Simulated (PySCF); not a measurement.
## Mayer bond orders and bond lengths

Compound: C₅H₉ClSi₂.
Atom-mapped SMILES: `[CH:1]#[C:2][C@@H:3]1[SiH2:4][CH2:5][Si@H:6]1[CH2:7][Cl:8]` (hydrogens: H9 on C1; H10 on C3; H11, H12 on Si4; H13, H14 on C5; H15 on Si6; H16, H17 on C7)

Geometry (PBE0-D3(BJ)/def2-SVP, Å), atoms numbered from 1 in this order:
```xyz
17
C5H9ClSi2 angstrom
C      0.0739    3.4383    0.1477
C      0.1274    2.2600    0.4352
C      0.2005    0.8515    0.7237
Si     1.8240   -0.0582    0.2070
C      0.8972   -1.1588   -1.0339
Si    -0.7167   -0.3295   -0.4959
C     -1.8459   -1.5242    0.4365
Cl    -2.3380   -2.8366   -0.6818
H      0.0252    4.4827   -0.0959
H     -0.0653    0.6439    1.7755
H      2.8312    0.8610   -0.3963
H      2.4292   -0.8121    1.3473
H      0.9309   -2.2431   -0.8485
H      1.1706   -0.9825   -2.0852
H     -1.4833    0.3779   -1.5595
H     -2.7561   -1.0319    0.8092
H     -1.3320   -1.9864    1.2927
```

Bond orders from the PBE0/pcSseg-1 density (PySCF). One conformer (not necessarily the lowest) at the PBE0-D3(BJ)/def2-SVP geometry, without solvent, vibrations or thermal averaging.

Task: Where do the orders between heavy atoms depart from those drawn in the SMILES?

Result: The largest departure is 0.532, at C1–C2 (drawn triple, 2.468). Drawn single, order below 0.88: C3–Si4 (0.819), Si6–C7 (0.860) and Si6–C3 (0.805). Drawn double or triple, more than 0.30 short of the drawn order: C1–C2 (2.468).

Task: Set the Mayer orders of the bonds beside their lengths.

Result: 
```
   bond  drawn as  length (Å)  Mayer order
  C1–C2    triple       1.214        2.468
  C2–C3    single       1.440        1.080
 C3–Si4    single       1.931        0.819
 Si4–C5    single       1.900        0.913
 C5–Si6    single       1.893        0.935
 Si6–C7    single       1.890        0.860
 C7–Cl8    single       1.793        0.962
 Si6–C3    single       1.930        0.805
  C1–H9    single       1.073        1.136
 C3–H10    single       1.105        0.896
Si4–H11    single       1.491        0.954
Si4–H12    single       1.495        0.950
 C5–H13    single       1.101        0.926
 C5–H14    single       1.101        0.934
Si6–H15    single       1.490        0.951
 C7–H16    single       1.100        0.933
 C7–H17    single       1.100        0.926
```

Bonds between the same two heavy elements. C–C: lowest C2–C3 (1.080, 1.440 Å), highest C1–C2 (2.468, 1.214 Å). C–Si: lowest Si6–C3 (0.805, 1.930 Å), highest C5–Si6 (0.935, 1.893 Å); in 1 of the 10 pairs the longer bond (by over 0.003 Å) has the higher order (by 0.02 or more).

Task: Sum the orders of all bonds at each heavy atom with more than one neighbour and set the sums beside the valence in the SMILES.

Result: C1 3.604 (drawn 4), C2 3.548 (drawn 4), C3 3.600 (drawn 4), Si4 3.636 (drawn 4), C5 3.708 (drawn 4), Si6 3.551 (drawn 4), C7 3.681 (drawn 4). Orders between atoms that aren't bonded are not in these sums.

Mayer orders depend on the basis set.
